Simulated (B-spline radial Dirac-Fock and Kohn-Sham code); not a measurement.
Characteristic X-ray lines: Dy³⁺

System: the Dy³⁺ ion, configuration [Xe] 4f7 6s2 (not the ground configuration).

Input file task.json (cfg lists n, l and occupation; rrms is the nuclear radius in fm):

```json
{"items": [{
  "Z": 66,
  "q": 3,
  "cfg": [[1, 0, 2], [2, 0, 2], [2, 1, 6], [3, 0, 2], [3, 1, 6], [3, 2, 10], [4, 0, 2], [4, 1, 6], [4, 2, 10], [4, 3, 7], [5, 0, 2], [5, 1, 6], [6, 0, 2]],
  "A": 164,
  "rrms": 5.2218,
  "do": ["binding"]
}]}
```

Launch: `python xray_run.py task.json out`

Calculated with a radial finite-basis atomic code, using Dirac-Fock ΔSCF + Breit + QED. A line energy is the difference of two single-hole energies; the list is a selection of electric-dipole transitions between resolved j subshells. No correlation.

```
        line  energy (keV)  wavelength (Å)
        K-O3        53.779         0.23054
        K-O2        53.773         0.23057
 Kβ2' (K-N3)        53.481         0.23183
Kβ2'' (K-N2)        53.443         0.23199
  Kβ1 (K-M3)        52.101         0.23797
  Kβ3 (K-M2)        51.934         0.23873
  Kα1 (K-L3)        45.993         0.26957
  Kα2 (K-L2)        45.202         0.27429
 Lγ4 (L1-O3)        9.0491          1.3701
       L1-O2        9.0430          1.3711
 Lγ3 (L1-N3)        8.7512          1.4168
 Lγ2 (L1-N2)        8.7135          1.4229
       L2-P1        8.6178          1.4387
       L2-O1        8.5429          1.4513
 Lγ1 (L2-N4)        8.4160          1.4732
 Lγ5 (L2-N1)        8.1586          1.5197
       L3-P1        7.8271          1.5840
 Lβ7 (L3-O1)        7.7522          1.5993
 Lβ2 (L3-N5)        7.6322          1.6245
Lβ15 (L3-N4)        7.6253          1.6260
```
